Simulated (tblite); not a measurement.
Task: What does the GFN2-xTB structure of `CC(=O)C[Si@H](O)[SiH2]S` look like in three dimensions?

Result: 
```
atom  x, y, z in Å
C1    -1.8651    1.0734    0.6729
C2    -1.5778   -0.3970    0.5444
O3    -1.7205   -1.1732    1.4720
C4    -1.0254   -0.8389   -0.7580
Si5    0.8098   -1.3456   -0.4141
O6     0.8272   -2.1769    0.9739
Si7    2.1487    0.4981   -0.0797
S8     1.4948    2.0452   -1.4528
H9    -1.0122    1.6509    0.3211
H10   -2.7177    1.3266    0.0443
H11   -2.0934    1.3306    1.7040
H12   -1.1117   -0.0746   -1.5235
H13   -1.5399   -1.7411   -1.0842
H14    1.1937   -2.2575   -1.4970
H15    0.0033   -2.2443    1.4710
H16    2.1098    1.1542    1.2337
H17    3.5660    0.3022   -0.3936
H18    2.5019    2.8743   -1.2460
```

Any rigid rotation of these coordinates is as good. Atoms count from 1 in this order. Of the pairs four or more bonds apart, those above aside, C2···H15 is among the closest relative to their van der Waals radii: 2.60 Å, 90 % of the sum of Bondi's values. O6 (silanol oxygen) is bent (angle 118.0°). H15 on O6 lies 2.03 Å from O3, 5 bonds away (angle at H 134°; Bondi radii sum to 2.72 Å). The 2 C–C bonds span 1.482 Å (C2–C4, drawn single) to 1.504 Å (C1–C2, drawn single), a spread of 0.022 Å.

Bonds between heavy atoms (Å): C1–C2 1.504, C2=O3 1.218, C2–C4 1.482, C4–Si5 1.935, Si5–O6 1.618, Si5–Si7 2.303, Si7–S8 2.169.

Structure optimised with GFN2-xTB, isolated species.

Point group: C1 (no symmetry element, even within 0.4 Å). Its GFN2-xTB frequencies are all real (lowest 27 cm⁻¹). The numbers are those of one conformer (C1–C2–C4–Si5 110°, C2–C4–Si5–O6 42°, C4–Si5–O6–H -5°, C4–Si5–Si7–S8 -38°, Si5–Si7–S8–H -170°).

The run took 3.8 s of wall time on one thread of an Arm Neoverse N1, shared host with 64 logical CPUs at a one-minute load of 60. These figures are those of the optimisation.

The numbers are calculated, not measured.
